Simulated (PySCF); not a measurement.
TiCl3I, SMILES [I][Ti]([Cl])([Cl])[Cl], multiplicity 1.

Geometry optimised at B3LYP-D3(BJ)/def2-SVP. The multiplicity is an assumed one; no other spin state was optimised. The structure was generated by enumeration; whether it is a known compound was not checked. The def2 effective core potentials stand for the cores of I; spin–orbit coupling is left out.

Two levels are set side by side: TDA-PBE/def2-SVPD (PySCF) and TDA-ωB97X/def2-SVPD (PySCF). Vertical, same geometry. The lowest singlet is HOMO−1→LUMO 50 %, HOMO→LUMO+1 50 % with PBE and HOMO−1→LUMO 49 %, HOMO→LUMO+1 48 % with the other functional; states are paired by order. Differences are taken from unrounded values.

| quantity | TDA-ωB97X | TDA-PBE | TDA-PBE minus TDA-ωB97X |
|---|---|---|---|
| lowest singlet excitation (eV) | 3.27 | 2.61 | -0.66 |
| lowest triplet excitation (TDA) (eV) | 3.03 | 2.41 | -0.62 |

Functionals without exact exchange tend to place singlet excitations lower, as here. Differences between two approximate levels are no errors against the true value.

Rough cost on one machine, each run with all the roots and properties that it gave: TDA-ωB97X against TDA-PBE about 4 times.
